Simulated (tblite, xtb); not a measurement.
H3O3Zr, charge +1, singlet, geometry from GFN2-xTB (such geometries of metal compounds can be far from the true shape) (the multiplicity is a formal guess). Base run: GFN1-xTB (xtb 6.7.1).

Input for xtb:
```
$ xtb mol.xyz --gfn 1 --chrg 1 --json

# file mol.xyz
7

Zr    -0.00000000     0.00000000    -0.00000000
O      1.73087780    -0.30028533    -0.50620704
H      2.64521877    -0.45891189    -0.77361230
O     -0.62364378    -0.68582318     1.57577593
H     -0.95308533    -1.04811117     2.40818392
O     -1.10723402     0.98610851    -1.06956890
H     -1.69213344     1.50702306    -1.63457162
```

Programs used: tblite, xtb; a row that names a program was run with it.

Each row names what was changed in the base input (with any setting that the change needs).

| change | ΔE vs base (mEh) | HOMO-LUMO gap (eV) | G_solv (kcal/mol) | SCF cycles |
|---|---|---|---|---|
| base | 0.000 | 4.13 | - | 15 |
| program = tblite; method = gfn1 | 0.000 | - | - | - |
| alpb = dmf | -82.571 | 4.11 | -52.47 | 14 |
| program = tblite; method = gfn1; option = --spin-polarized | 0.000 | - | - | - |
| acc = 30 | 0.000 | 4.13 | - | 14 |
| etemp = 1000 | 0.000 | 4.13 | - | 15 |
| gbsa = thf | -93.370 | 4.18 | -58.95 | 13 |
| acc = 1000 | 0.005 | 4.14 | - | 10 |

ALPB and GBSA are two models with their own fitted parameters for each solvent, which aren't always the measured dielectric constant.
